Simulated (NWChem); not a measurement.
System: CH$_{2}$FNO$_{2}$Si; SMILES C(#N)O[Si@H](F)O

Here is an NWChem input.

```
start job
memory heap 200 mb stack 900 mb global 1100 mb
geometry units angstroms noautosym nocenter noautoz
  N     -0.254875     2.924550    -0.101403
  C      0.153675     1.846719     0.069478
  O      0.650159     0.669453     0.281140
  Si     0.008591    -0.777998    -0.335912
  O      0.981487    -1.967285     0.194724
  F     -1.476820    -0.871113     0.242734
  H      0.001404    -0.762923    -1.798544
  H      1.171874    -2.049717     1.140132
end
basis spherical
  * library def2-svp
end
dft
  xc m05-2x
  iterations 150
end
cosmo
  do_cosmo_smd true
  solvent water
end
task dft energy
```

NWChem printed, in part:

```
             Northwest Computational Chemistry Package (NWChem) 7.3.0
             --------------------------------------------------------

                             Geometry "geometry" -> ""
                             -------------------------

 Output coordinates in angstroms (scale by  1.889725989 to convert to a.u.)

  No.       Tag          Charge          X              Y              Z
 ---- ---------------- ---------- -------------- -------------- --------------
    1 N                    7.0000    -0.25487500     2.92455000    -0.10140300
    2 C                    6.0000     0.15367500     1.84671900     0.06947800
    3 O                    8.0000     0.65015900     0.66945300     0.28114000
    4 Si                  14.0000     0.00859100    -0.77799800    -0.33591200
    5 O                    8.0000     0.98148700    -1.96728500     0.19472400
    6 F                    9.0000    -1.47682000    -0.87111300     0.24273400
    7 H                    1.0000     0.00140400    -0.76292300    -1.79854400
    8 H                    1.0000     1.17187400    -2.04971700     1.14013200

 Effective nuclear repulsion energy (a.u.)     290.0105845656

                                 NWChem DFT Module
                                 -----------------

 Summary of "ao basis" -> "ao basis" (spherical)
 ------------------------------------------------------------------------------
       Tag                 Description            Shells   Functions and Types
 ---------------- ------------------------------  ------  ---------------------
 N                          def2-svp                 6       14   3s2p1d
 C                          def2-svp                 6       14   3s2p1d
 O                          def2-svp                 6       14   3s2p1d
 Si                         def2-svp                 8       18   4s3p1d
 F                          def2-svp                 6       14   3s2p1d
 H                          def2-svp                 3        5   2s1p

 in cosmo_initialize ...
 calling solv_data for solv:h2o

 solvent parameters
 solvname_short: h2o
 solvname_long:  water
 dielec:       78.4000
 dielecinf:     1.7769
 aqueous SMD model solvent descriptors
 dielec:       78.4000
 sola:          0.8200

          ---------------
          -cosmo- solvent
          ---------------
 Cosmo: York-Karplus, doi: 10.1021/jp992097l
 dielectric constant -eps-     =  78.40
 screen = (eps-1)/(eps    )    =   0.98724
 surface charge correction     = lagrangian

   van der Waals surface
 --------------------------

 ---------- ATOMIC COORDINATES (A.U.) ------------ VDWR(ANG.) --
     1   -0.48164391    5.52659814   -0.19162388     1.890
     2    0.29040364    3.48979289    0.13129438     1.850
     3    1.22862236    1.26508273    0.53127756     1.520
     4    0.01623464   -1.47020304   -0.63478164     2.470
     5    1.85474149   -3.71762959    0.36797500     1.520
     6   -2.79078513   -1.64616488    0.45870075     1.730
     7    0.00265318   -1.44171542   -3.39875534     1.200
     8    2.21452075   -3.87340348    2.15453707     1.200
 number of segments per atom =        128
 number of   points per atom =        128
 atom (   nspa,  nppa )
 ----------------------
    1 (     93,     0 )       0
    2 (     53,     0 )       0
    3 (     26,     0 )       0
    4 (     74,     0 )       0
    5 (     42,     0 )       0
    6 (     67,     0 )       0
    7 (     32,     0 )       0
    8 (     65,     0 )       0
 number of -cosmo- surface points =      452
 molecular surface =    125.021 angstrom**2
 molecular volume  =    108.922 angstrom**3
 -lineq- algorithm             =   0
 -bem- low  level              =   3
 -bem- from -octahedral-
 gaussian surface charge width =   4.50000
 degree of switching           =   1.00000
 switching function tolerance  =   0.00010
 atomic radii =
 --------------
    1  7.000  1.890
    2  6.000  1.850
    3  8.000  1.520
    4 14.000  2.470
    5  8.000  1.520
    6  9.000  1.730
    7  1.000  1.200
    8  1.000  1.200
 ...... end of -cosmo- initialization ......

 nat:                     8
 ixmem:                  3618
 calling mnsol_interface()
 G(SMD-CDS) energy (kcal/mol)  =     5.859
 SMD-CDS SASA (angstrom**2)    =   142.691

[...]

                                COSMO-SMD solvation results
                                ---------------------------

             internal energy in gas <Psi(g)|H|Psi(g)> =      -633.554811241141
         internal energy in solvent <Psi(s)|H|Psi(s)> =      -633.552208942226
                               delta internal energy  =         0.002602298915 (    1.63 kcal/mol)
   total free energy in solvent <Psi(s)|H+V/2|Psi(s)> =      -633.573068618853
 polarization energy contribution <Psi(s)|V/2|Psi(s)> =        -0.020859676626 (  -13.09 kcal/mol)
    total free energy in solvent including G(SMD-CDS) =      -633.563732283005
                       G(SMD-CDS) energy contribution =         0.009336335848 (    5.86 kcal/mol)
     1 M fixed-concentration free energy of solvation =        -0.008921041863 (   -5.60 kcal/mol)

                       DFT Final Molecular Orbital Analysis
                       ------------------------------------

 Vector   25  Occ=2.000000D+00  E=-4.473841D-01
              MO Center=  8.0D-01, -1.7D+00,  1.6D-01, r^2= 1.6D+00
   Bfn.  Coefficient  Atom+Function         Bfn.  Coefficient  Atom+Function
  ----- ------------  ---------------      ----- ------------  ---------------
    64      0.469430  5 O  px                65      0.349736  5 O  py
    67      0.350484  5 O  px                68      0.261382  5 O  py
    79      0.102736  6 F  py                78     -0.099533  6 F  px
    53      0.082049  4 Si px                66     -0.082305  5 O  pz
    82     -0.081989  6 F  py                60      0.080790  4 Si d  2

 Vector   26  Occ=2.000000D+00  E=-4.017685D-01
              MO Center=  4.7D-02,  2.1D+00, -8.9D-03, r^2= 2.1D+00
   Bfn.  Coefficient  Atom+Function         Bfn.  Coefficient  Atom+Function
  ----- ------------  ---------------      ----- ------------  ---------------
     4      0.347269  1 N  px                18     -0.268935  2 C  px
    32      0.256068  3 O  px                 7     -0.225641  1 N  px
    35      0.211605  3 O  px                 6      0.198402  1 N  pz
     5      0.166011  1 N  py                20     -0.153074  2 C  pz
    34      0.147577  3 O  pz                21     -0.133849  2 C  px

 Vector   27  Occ=2.000000D+00  E=-3.920528D-01
              MO Center=  5.9D-02,  2.0D+00, -1.6D-03, r^2= 2.2D+00
   Bfn.  Coefficient  Atom+Function         Bfn.  Coefficient  Atom+Function
  ----- ------------  ---------------      ----- ------------  ---------------
     6      0.374635  1 N  pz                34      0.302436  3 O  pz
    20     -0.259533  2 C  pz                 9     -0.250706  1 N  pz
    37      0.249618  3 O  pz                 4     -0.215893  1 N  px
    32     -0.167268  3 O  px                18      0.150057  2 C  px
     7      0.145206  1 N  px                23     -0.142477  2 C  pz

 Vector   28  Occ=0.000000D+00  E= 7.401403D-02
              MO Center= -1.3D-01,  6.7D-01, -2.3D-01, r^2= 3.6D+00
   Bfn.  Coefficient  Atom+Function         Bfn.  Coefficient  Atom+Function
  ----- ------------  ---------------      ----- ------------  ---------------
    17      1.117526  2 C  s                 46      0.969196  4 Si s
     3     -0.961172  1 N  s                 54      0.693584  4 Si py
    22      0.512986  2 C  py                31     -0.490223  3 O  s
     8      0.393682  1 N  py                90     -0.338099  7 H  s
    30     -0.242325  3 O  s                 77     -0.239869  6 F  s

 Vector   29  Occ=0.000000D+00  E= 9.024455D-02
              MO Center=  3.7D-01,  6.4D-01,  5.8D-02, r^2= 5.5D+00
   Bfn.  Coefficient  Atom+Function         Bfn.  Coefficient  Atom+Function
  ----- ------------  ---------------      ----- ------------  ---------------
    46      0.559928  4 Si s                 63     -0.561732  5 O  s
    53      0.409471  4 Si px                90     -0.377438  7 H  s
    23      0.341446  2 C  pz                95      0.327878  8 H  s
     9     -0.325926  1 N  pz                45      0.324724  4 Si s
    31     -0.313552  3 O  s                  7     -0.267847  1 N  px

 Vector   30  Occ=0.000000D+00  E= 9.551518D-02
              MO Center= -2.9D-02, -4.6D-01,  2.5D-02, r^2= 5.8D+00
   Bfn.  Coefficient  Atom+Function         Bfn.  Coefficient  Atom+Function
  ----- ------------  ---------------      ----- ------------  ---------------
    54      0.596840  4 Si py                46     -0.495543  4 Si s
    63      0.478343  5 O  s                 53      0.438990  4 Si px
    95     -0.390154  8 H  s                 77      0.336616  6 F  s
     9     -0.316833  1 N  pz                23      0.313552  2 C  pz
    20      0.288204  2 C  pz                 6      0.223405  1 N  pz

     Multipole analysis of the density
     ---------------------------------

     L   x y z        total         alpha         beta         nuclear
     -   - - -        -----         -----         ----         -------
     0   0 0 0      0.000000    -27.000000    -27.000000     54.000000

     1   1 0 0      0.655076      0.144929      0.144929      0.365218
     1   0 1 0     -1.872366     -0.581745     -0.581745     -0.708876
     1   0 0 1      0.294689     -0.171438     -0.171438      0.637565

     2   2 0 0    -31.040879    -73.885758    -73.885758    116.730637
     2   1 1 0      0.863346     11.855982     11.855982    -22.848619
     2   1 0 1      1.931504     -1.360994     -1.360994      4.653492
     2   0 2 0    -40.434419   -261.205236   -261.205236    481.976053
     2   0 1 1     -1.634156      2.886297      2.886297     -7.406750
     2   0 0 2    -25.803533    -26.616893    -26.616893     27.430252
```

Level: M05-2X/def2-SVP, SMD on the gas-phase geometry. Geometry: optimised at B3LYP/6-31G* (spherical d). Solvent: water.
